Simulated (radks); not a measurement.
Question: The mean radii <r> (bohr) of the occupied orbitals of an atom or ion are listed with their occupations. Method: Dirac Kohn-Sham, BLYP, spin-unpolarised, spherical densities, finite nucleus; Fermi nuclear charge, rms radius of each element as measured or else 0.836 A^(1/3) + 0.57 fm; computed with a radial shooting solver on a logarithmic mesh with Libxc functionals.

| orbital | occ. | <r> |
|---|---|---|
| 1s1/2 | 2 | 0.05214 |
| 2s1/2 | 2 | 0.2339 |
| 2p1/2 | 2 | 0.2032 |
| 2p3/2 | 4 | 0.2064 |
| 3s1/2 | 2 | 0.6279 |
| 3p1/2 | 2 | 0.6226 |
| 3p3/2 | 3 | 0.6285 |

Name the element and its charge.

Answer: Z = 29, copper, charge +12: Cu12+ in [Ne] 3s2 3p(1/2: 2, 3/2: 3). The 1s radius gives Z: for a bare nucleus <r> = (2 gamma + 1)/(2Z) with gamma = sqrt(1 - (Z/c)^2), 0.05094 bohr for Z = 29, and screening makes it slightly larger (0.05214 here). The occupations add up to 17, and the charge is Z minus that.
